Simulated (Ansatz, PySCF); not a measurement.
Si(NH2)4 (H₈N₄Si), SMILES [Si](N)(N)(N)N. Atoms are numbered in the order given.

```xyz
13

N      1.2285     0.5693     1.0847
Si     0.0000     0.0000     0.0000
N     -0.5694     1.2285    -1.0847
N     -1.2285    -0.5693     1.0847
N      0.5694    -1.2285    -1.0847
H      2.0165     1.0883     0.7095
H      1.5258    -0.0277     1.8510
H     -1.0885     2.0164    -0.7095
H      0.0277     1.5258    -1.8510
H     -2.0165    -1.0883     0.7095
H     -1.5258     0.0277     1.8510
H     -0.0277    -1.5258    -1.8510
H      1.0885    -2.0164    -0.7095
```
Charge 0, spin multiplicity 1.

Coordinates come from a B3LYP-D3(BJ)/def2-SVP optimisation. Other conformers were not sampled.

Two levels are set side by side: PBE-D3(BJ)/def2-SVP (Ansatz, an electronic-structure program) and B3LYP-D3(BJ)/def2-SVP (Ansatz). Each level has its own optimised geometry; the coordinates shown are those of the second. Frequencies come from the Hessian of PySCF at each geometry. Differences are taken from unrounded values.

| quantity | B3LYP-D3(BJ) | PBE-D3(BJ) | PBE-D3(BJ) minus B3LYP-D3(BJ) |
|---|---|---|---|
| mean bond length (Å) | 1.255 | 1.264 | 0.009 |
| bond N1–Si2 (Å) | 1.735 | 1.746 | 0.011 |
| bond Si2–N3 (Å) | 1.735 | 1.746 | 0.011 |
| bond Si2–N4 (Å) | 1.735 | 1.746 | 0.011 |
| bond Si2–N5 (Å) | 1.735 | 1.746 | 0.011 |
| bond N1–H6 (Å) | 1.015 | 1.023 | 0.008 |
| bond N1–H7 (Å) | 1.016 | 1.024 | 0.008 |
| bond N3–H8 (Å) | 1.015 | 1.023 | 0.008 |
| bond N3–H9 (Å) | 1.016 | 1.024 | 0.008 |
| bond N4–H10 (Å) | 1.015 | 1.023 | 0.008 |
| bond N4–H11 (Å) | 1.016 | 1.024 | 0.008 |
| bond N5–H12 (Å) | 1.016 | 1.024 | 0.008 |
| bond N5–H13 (Å) | 1.015 | 1.023 | 0.008 |
| highest harmonic wavenumber (cm⁻¹) | 3655 | 3576 | -79 |
| mean harmonic wavenumber (cm⁻¹) | 1389 | 1357 | -31 |
| zero-point energy (kcal/mol) | 65.51 | 64.03 | -1.47 |

GGA bonds tend to be longer and softer than those of functionals with exact exchange. Differences between two approximate levels are no errors against the true value.
